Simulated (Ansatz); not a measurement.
Consider the formal hydrolysis of a Ga–C bond: `[CH3][Ga]([SH])[Br]` + H₂O → `[OH][Ga]([SH])[Br]` + CH₄.

Computed with Ansatz on PBE0-D4/def2-TZVP structures; ΔE is electronic, products minus reactants. CCSD(T)/CBS is the MP2 limit (def2-TZVPP, def2-QZVPP) plus CCSD(T) − MP2 in def2-TZVPP, frozen cores. This one scheme is used for every species. DFT in def2-TZVPP. HSE06 is defined as in plane-wave codes. For Br, Ga outer-core shells are correlated without core-valence functions, which leaves a few kJ/mol of doubt a bond. Scalar relativity is left out up to krypton. Each species was taken in one conformer, which may not be the lowest.

```tsv
level	ΔE (kcal/mol)
r2SCANh-D4	-13.5
r2SCAN0-D4	-13.0
BHLYP-D4	-13.7
HSE06	-12.0
```

(1) What does CCSD(T)/CBS give? (Estimate.)

Largest T1 diagnostic among the species: 0.012.

Answers

(1) Ansatz gave: -11.8 kcal/mol. The listed levels differ from it by -1.7, -1.2, -1.9, -0.2 kcal/mol.

Leaving LDA and LC-ωPBE aside and taking each functional with its dispersion term where it has one, the values, not all of them listed here, spread over 3.4 kcal/mol, from B97M-V to HSE06-D4. LDA lies +1.2 kcal/mol from PBE without D4. The D4 term adds +0.8 kcal/mol with B3LYP and +0.4 kcal/mol with PBE0; it sums over pairs of atoms, weighted by their polarisabilities, and B3LYP, whose exchange is more repulsive, gets the larger term.

B3LYP here is the variant with VWN-RPA as its local correlation; programs differ in this.
